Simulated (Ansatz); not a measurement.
Reaction (ligand exchange at the Hf–N bond): `C[N](C)[Hf]([Cl])([N](C)C)[N](C)C` + CH₃OH → `C[O][Hf]([Cl])([N](C)C)[N](C)C` + `CNC`

Isolated molecules relaxed with PBE0-D4/def2-TZVP in Ansatz; ΔE leaves out vibrations. CBS: MP2 limit from def2 TZ/QZ plus the TZ coupled-cluster correction, frozen cores. This one scheme is used for every species. DFT in def2-TZVPP. Elements past krypton have def2 core potentials. For Hf outer-core shells are correlated without core-valence functions, which leaves a few kJ/mol of doubt a bond. One conformer a species, not always the lowest.

```tsv
level	ΔE (kJ/mol)
revPBE-D4	-64.0
ωB97M-V	-70.6
RPA@PBE/def2-TZVPP	-59.8
CCSD/def2-TZVPP	-68.0
```

Task: What does CCSD(T)/CBS give? (An estimate is asked.)

Result: Computed: -64.6 kJ/mol. The listed levels differ from it by 0.6, -6.0, 4.8, -3.4 kJ/mol.

Largest T1 diagnostic among the species: 0.014.

The D4 term adds +9.9 kJ/mol with B3LYP and +6.4 kJ/mol with PBE0; it sums over pairs of atoms, weighted by their polarisabilities, and B3LYP, whose exchange is more repulsive, gets the larger term. At CCSD(T), def2-SVP lies −3.8 kJ/mol from the extrapolated value and def2-TZVPP +1.5 kJ/mol.

B3LYP here is the variant with VWN-RPA as its local correlation; programs differ in this.
